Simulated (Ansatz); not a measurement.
Basis-set extrapolation for CH6ClFO2Si2 (`CO[SiH](F)O[SiH2]Cl`) (PBE0-D4/def2-TZVP geometry, frozen core, Ansatz 0.2.0). Multiplicity 1, RHF reference.

```json
{"": "HF", "def2-TZVPP": "-1328.342739", "def2-QZVPP": "-1328.389405"}
{"": "MP2 correlation", "def2-TZVPP": "-1.310325", "def2-QZVPP": "-1.423414"}
{"": "CCSD(T) correlation", "def2-TZVPP": "-1.410442", "def2-QZVPP": "not run"}
```

Energies in hartree. Use E(X) = E(∞) + A·exp(−7.88·√X) for Hartree–Fock and E(X) = E(∞) + B·X^(−2.97) for correlation, with X = 3 and 4, and add CCSD(T) minus MP2 of the smaller set to the MP2 limit.

What is the CCSD(T) energy at the basis-set limit?

HF limit: -1328.389405 + (-0.046666) × 0.13774 = -1328.39583. MP2 limit: -1.423414 + (-0.113089) × 0.74074 = -1.50718. Higher-order term: -1.410442 − (-1.310325) = -0.10012. Total: -1330.00313 hartree, 156.8 kcal/mol below CCSD(T)/def2-TZVPP.
